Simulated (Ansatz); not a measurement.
The same path of C$_{2}$H$_{7}$ClOSi$_{2}$ (13 atoms, charge 0, multiplicity 1) was run twice with different band settings. The coordinate that changes most is the dihedral H7–O1–C2–Cl3.

Method: RKS r2SCAN/6-31G* in Ansatz 0.2.0.

Relaxed end points:

```xyz
13
Properties=species:S:1:pos:R:3
O 2.274 -1.349 -1.812
C 1.592 -0.619 -0.904
Cl 2.306 -0.848 0.665
C 0.530 0.180 -1.106
Si -0.362 1.160 0.202
Si -1.686 -0.190 1.588
H 1.857 -1.199 -2.679
H 0.165 0.236 -2.135
H 0.590 1.958 1.029
H -1.259 2.116 -0.514
H -2.699 -0.919 0.769
H -2.416 0.639 2.593
H -0.871 -1.200 2.319
```

```xyz
13
Properties=species:S:1:pos:R:3
O 1.962 -1.199 -2.167
C 1.434 -0.541 -1.116
Cl 2.265 -0.862 0.407
C 0.379 0.281 -1.196
Si -0.409 1.206 0.212
Si -1.681 -0.194 1.597
H 2.732 -1.715 -1.880
H -0.031 0.373 -2.202
H 0.613 1.923 1.030
H -1.317 2.229 -0.386
H -2.765 -0.850 0.808
H -2.319 0.582 2.700
H -0.843 -1.266 2.207
```

Common settings: movable images 7; spring 5.0 eV/Å²; start path through a guess of the saddle point; force threshold 0.05 eV/Å; end points relaxed.

| run | climbing image | optimiser | iteration limit |
| --- | --- | --- | --- |
| 1 | yes | quadratic models (default) | 36 |
| 2 | from the first iteration | fire | 39 |

(1) What does each run give, and how far can it be trusted?

Answers

(1) Run 1: converged after 8 iterations, highest image 0.161 eV above the first end. A vibrational analysis at the climbing image gives one clearly imaginary mode, 394i cm⁻¹: a first-order saddle point.
Run 2: converged after 37 iterations, highest image 0.162 eV above the first end. Another band between the same ends (7 images) ends at a top of the same energy, where a vibrational analysis finds 1 clearly imaginary mode.
